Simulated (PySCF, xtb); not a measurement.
B-trichloroborazine (B3Cl3H3N3), SMILES ClB1NB(Cl)NB(Cl)N1.

Harmonic wavenumbers (cm⁻¹) from GFN2-xTB (xtb 6.7.1) at its own minimum, in rising order: 92, 131, 131, 155, 155, 328, 341, 341, 350, 470, 470, 561, 696, 696, 714, 714, 724, 811, 1021, 1021, 1044, 1186, 1228, 1284, 1284, 1376, 1376, 3455, 3455, 3455.

What does PySCF with PBE-D3(BJ)/def2-SVP give at its own minimum? (Estimate from the structure and the level; the computed values follow.)

94, 142, 142, 163, 163, 348, 366, 366, 379, 540, 540, 638, 664, 664, 707, 742, 742, 844, 1017, 1017, 1132, 1175, 1289, 1329, 1329, 1453, 1453, 3561, 3561, 3561. Paired by order, the mean absolute difference is 41 cm⁻¹ and the zero-point energies are 41.5 and 43.1 kcal/mol.
